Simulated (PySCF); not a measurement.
Compound: C₃H₁₀NOSi (doublet state).
Cartesian coordinates in Å at the GFN2-xTB level; atoms count from 1:
```xyz
16
C3H10NOSi angstrom
C     -2.2619    0.2207    0.5188
C     -1.4159    0.4502   -0.7322
O     -0.0280    0.3798   -0.5099
C      0.4791   -0.9239   -0.2653
Si     2.3674   -0.6958   -0.3058
N      2.7347    0.3329    1.0232
H     -3.3035    0.4365    0.2956
H     -2.1865   -0.8099    0.8579
H     -1.9268    0.8776    1.3184
H     -1.5869    1.4617   -1.1130
H     -1.7042   -0.2726   -1.5120
H      0.1192   -1.3100    0.6943
H      0.1347   -1.6116   -1.0485
H      2.7811   -0.2384   -1.6381
H      2.1032    1.1028    1.2026
H      3.6865    0.6090    1.2025
```

The hyperfine couplings belong to this conformer and change with its torsions.

As a line formula: `CCOC[SiH]N` [radical].

Computed with UKS B3LYP, pcH-1 on C H N O Si, non-relativistic, mean-field spin-orbit, GIAO (PySCF 2.14.0). The structure is a single GFN2-xTB conformer in the gas phase; no vibrational or solvent corrections. Couplings are sensitive to structure, and on GFN2-xTB geometries they can be far from those on DFT ones, by a factor of two or more for some ions and for spin on atoms past the first row. Stability of the SCF solution: not tested.

**Question.** Match the computed a_iso(13C) values +41.3, +6.8 MHz with the sites C2; C4.

**Answer.** 
```tsv
site	a_iso (MHz)	ρ(0) (bohr⁻³)	position	distance from Si5 (Å)	spin population	largest |T| (MHz)
C2	+6.8	+0.0060	3 bonds from Si5	3.98	+0.01	2.4
C4	+41.3	+0.0367	1 bond from Si5	1.90	+0.01	5.1
```

ρ(0) is the spin density at the nucleus and T the dipolar tensor; a_iso includes a spin–orbit part; entries for several nuclei are means. The largest Mulliken spin population is on Si5 (+0.87). The angles at Si5 add up to 332.2°, so it is pyramidal.

Nuclei that the bonding pattern makes equivalent are averaged, as if the motion that swaps them (rotation, inversion, ring flip) were fast. The 1H value of +26.4 MHz is a mean of couplings from -3.1 to 55.9 MHz in this one geometry, not an average over conformers.

Hardware: an Arm Neoverse V1 with one thread, no GPU, shared host with 32 logical CPUs at a one-minute load of 72. Cost: 81 s (grids of density and orbitals included), 0.92 GiB resident at most.
